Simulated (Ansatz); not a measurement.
System: C$_{5}$H$_{9}$O, charge 0, multiplicity 2. It need not be the lowest isomer of its formula. 
Coordinates optimised at B3LYP-D3(BJ)/def2-TZVP (Ansatz, a quantum-chemistry and plane-wave program):
```
C
H 1 1.0858
C 1 1.4393 2 118.35
O 3 1.2329 1 121.26 2 178.40
C 1 1.4804 2 118.62 3 177.96
H 5 1.0898 1 108.95 2 174.40
H 5 1.0969 6 107.77 1 118.18
C 3 1.5158 4 121.04 1 179.73
H 8 1.0874 3 109.60 4 1.89
H 8 1.0926 9 109.46 3 -121.61
H 8 1.0928 9 109.30 10 -117.15
C 5 1.5391 6 110.22 7 118.14
H 12 1.0907 5 110.66 6 59.58
H 12 1.0910 13 108.19 5 120.98
H 12 1.0918 13 108.11 14 116.81
```
Charge 0, spin multiplicity 2.

Property: atomisation energy (electronic, to ground-state atoms), in kcal/mol. Valence correlation only, unless marked. UHF or UKS for open shells. Spin-orbit coupling is left out. No relativistic terms. The coupled-cluster limit lacks core correlation, which all-electron functionals hold. CBS marks a two-point X^-3 extrapolation of the correlation energy; Hartree-Fock from the larger set. The bracket is a focal-point correction in the basis named.

```tsv
level	program	atomisation energy (kcal/mol)
HSE06-D3(BJ)/def2-TZVPD	Ansatz + dftd3	1483.9
```

Q: What does RI-MP2/CBS(cc-pVTZ,cc-pVQZ)+[CCSD(T)-MP2]/cc-pVTZ (Ansatz) give?

A: 1467.0 kcal/mol, so HSE06-D3(BJ)/def2-TZVPD differs from it by 16.9 kcal/mol.
